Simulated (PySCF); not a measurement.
C6H5, SMILES c1cc[c]cc1, multiplicity 2. The structure is a stationary point at PBE-D3(BJ)/def2-SVP. The isomer is the one that the SMILES or the coordinates give; other isomers of the formula were not compared.

Level of theory: PBE-D3(BJ)/def2-SVP (PySCF 2.14.0).

Harmonic wavenumbers (cm⁻¹): 386, 416, 575, 597, 659, 699, 785, 866, 939, 944, 972, 1003, 1026, 1043, 1127, 1129, 1249, 1353, 1423, 1426, 1547, 1612, 3100, 3105, 3115, 3117, 3132. Rotational constants (GHz): 6.196, 5.524, 2.920; symmetry number 2.

Problem. Work out the zero-point energy and the ideal-gas rigid-rotor harmonic-oscillator thermochemistry at 298.15 K and 1 atm.

Solution. ZPE = ½ Σ hcν = ½ × 37346 cm⁻¹ = 223.38 kJ/mol. H − E(el) = 237.66 kJ/mol. Entropy in J/(mol K): translation 162.94, rotation 101.26, vibration 19.78, spin 5.76, total 289.74. G − E(el) = 151.27 kJ/mol. Cp = 81.38 J/(mol K).
